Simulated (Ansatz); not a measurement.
Reaction (substitution at a C–B bond): `FB([SiH3])C[SiH3]` + `[OH][AlH][SiH3]` → `[SiH3]C[O][AlH][SiH3]` + `FB[SiH3]`

Program: Ansatz. Geometries: PBE0-D4/def2-TZVP. ΔE: electronic, gas phase. CCSD(T)/CBS is the MP2 limit (def2-TZVPP, def2-QZVPP) plus CCSD(T) − MP2 in def2-TZVPP, frozen cores. DFT in def2-TZVPP. B3LYP here is the variant with VWN-RPA as its local correlation; programs differ in this. Each species was taken in one conformer, which may not be the lowest.

```tsv
level	ΔE (kJ/mol)	difference from CCSD(T)/CBS
PBE-D4	140.5	-4.8
r2SCAN-D4	146.2	0.9
PBE0-D4	144.4	-0.9
B3LYP-D4	134.4	-10.9
ωB97M-V	142.9	-2.4
r2SCAN	146.5	1.2
PBE0	144.9	-0.4
B3LYP	135.0	-10.3
HF/def2-TZVPP	130.0	-15.3
MP2/def2-TZVPP	151.5	6.2
CCSD(T)/def2-TZVPP	142.7	-2.6
HF/def2-QZVPP	129.4	-15.9
SCS-MP2/def2-QZVPP	143.4	-1.9
HF/CBS(def2)	129.3	-16.0
MP2/CBS(def2)	154.1	8.8
CCSD/CBS(def2)	144.5	-0.8
CCSD(T)/CBS	145.3	0
```

Largest T1 diagnostic among the species: 0.014.

In def2-TZVPP, CCSD(T) changes the Hartree–Fock value by +12.7 kJ/mol (the triples alone add +0.8 kJ/mol) and MP2 by +21.5 kJ/mol. From PBE to PBE0 (25 % exact exchange), in def2-TZVPP and without D4, ΔE moves by +4.0 kJ/mol.
